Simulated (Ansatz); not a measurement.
System: sum formula H$_{2}$SiO$_{2}$Cl, net charge 0, doublet state. It need not be the lowest isomer of its formula. 
Structure (B3LYP-D3(BJ)/def2-TZVP (Ansatz, a first-principles code) minimum search):
```
Si
O 1 1.6375
H 2 0.9634 1 117.07
O 1 1.6482 2 106.18 3 17.41
H 4 0.9619 1 118.48 2 174.60
Cl 1 2.0819 2 108.54 3 137.20
```
Charge 0, spin multiplicity 2.

Property: atomisation energy (electronic, to ground-state atoms), in kJ/mol. Valence correlation only, unless marked. UHF or UKS for open shells. No spin-orbit coupling. Non-relativistic. The coupled-cluster limit lacks core correlation, which all-electron functionals hold. CBS(X,Y): correlation extrapolated as X^-3; Hartree-Fock from the larger set.

| level | program | atomisation energy (kJ/mol) |
|---|---|---|
| HF/def2-TZVPP | Ansatz | 1524.9 |
| r2SCAN0-D4/def2-TZVPD | Ansatz + dftd4 | 2155.8 |
| PBE-QIDH/def2-TZVPD | Ansatz | 2163.8 |
| MP2/6-31G | Ansatz | 1566.4 |
| RI-MP2/def2-TZVPP | Ansatz | 2219.6 |
| RI-MP2/CBS(cc-pV(T+d)Z,cc-pV(Q+d)Z) | Ansatz | 2303.5 |
| CCSD(T)/STO-3G | Ansatz | 1677.7 |
| CCSD(T)/6-31G | Ansatz | 1533.6 |
| CCSD(T)/cc-pV(D+d)Z | Ansatz | 1926.8 |
| CCSD(T)/CBS(cc-pV(T+d)Z,cc-pV(Q+d)Z) | Ansatz | 2214.8 |
